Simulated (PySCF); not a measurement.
**Dipole moment and polarisability of `O=c1ccocc1F`**

C5H3FO2.
Cartesian coordinates in Å at the GFN2-xTB level; atoms count from 1:
```xyz
11
C5H3FO2 angstrom
O      0.4093    2.4436    0.0699
C      0.1943    1.2511    0.0345
C     -1.1362    0.6409    0.0009
C     -1.3061   -0.6895   -0.0382
O     -0.3052   -1.5807   -0.0513
C      0.9474   -1.1062   -0.0218
C      1.2352    0.2083    0.0190
F      2.5217    0.5832    0.0475
H     -1.9856    1.3039    0.0095
H     -2.2724   -1.1733   -0.0624
H      1.7030   -1.8787   -0.0335
```

Level: PBE0/def2-SVPD (PySCF), static field, nuclei fixed, core orbitals frozen in the response. The polarisability tensor in these axes (au):

```
x   68.72  3.43  0.48
y    3.43 83.68  1.31
z    0.48  1.31 38.36
```

Q: Give the principal values, the mean and the anisotropy Δα = √{½[(α1 − α2)² + (α2 − α3)² + (α1 − α3)²]}.

A: Principal values 38.32, 67.97 and 84.47 au; mean 63.59 au = 9.42 Å³ = 10.48 × 10⁻⁴⁰ C²·m²/J; Δα = 40.51 au (64 % of the mean).

Q: What is the dipole moment, and where does it point?

A: (-2.22, -4.33, -0.15) D, 4.87 D in size, pointing from the negative to the positive side. Measured along this direction, the outermost atoms are O1 at the negative end and H10 at the positive end.

Q: Give the eigenvalues of the traceless quadrupole moment Θ = ½Σq(3rr − r²1), origin at the centre of nuclear charge.

A: -9.29, 0.47, 8.82 D·Å. The values depend on the origin, since the dipole doesn't vanish. The electronic extent ⟨r²⟩ about the same centre is 794 bohr², a root-mean-square distance of 1.96 Å for the 58 electrons.

Q: In TDDFT the mean static polarisability is Σ f/ω² over all singlet excitations (ω in hartree). How much of it do the 6 lowest give? Their energies (eV) and oscillator strengths: 4.09, 0.0000; 5.32, 0.0001; 5.53, 0.1660; 5.73, 0.0239; 6.30, 0.1212; 7.00, 0.0081.

A: They add up to 6.94 au, 10.9 % of the 63.59 au; the largest single term is 4.02 au, from the state at 5.53 eV. Terms in order: 0.00, 0.00, 4.02, 0.54, 2.26, 0.12 au. Higher excitations give the rest. The strengths listed sum to 0.319.

Q: Estimate the molar refractivity from the static electronic polarisability.

A: Lorentz–Lorenz: R = (4π/3)N_A α = 2.5225 cm³/(mol·Å³) × 9.42 Å³ = 23.8 cm³/mol, in the limit of long wavelengths.

Q: Directions of the eigenvectors, and the extent of the frame along each?

A: Largest value along (0.21, 0.98, 0.03), where the nuclei span 4.11 Å; middle along (0.98, -0.21, 0.01), 4.56 Å; least along (-0.01, -0.03, 1.00), 0.00 Å. The strongest response doesn't lie along the longest of the three spans.

Q: In a dilute gas of rigid molecules at 350 K, how does the orientational term μ²/3kT compare with the electronic polarisability?

A: In Gaussian units μ²/3kT = 163.59 Å³ against 9.42 Å³, a ratio of 17.36; the Debye molar polarisation (4π/3)N_A(α + μ²/3kT) is 436.4 cm³/mol, leaving out the vibrational part.

Isolated species at its GFN2-xTB geometry, gas phase.
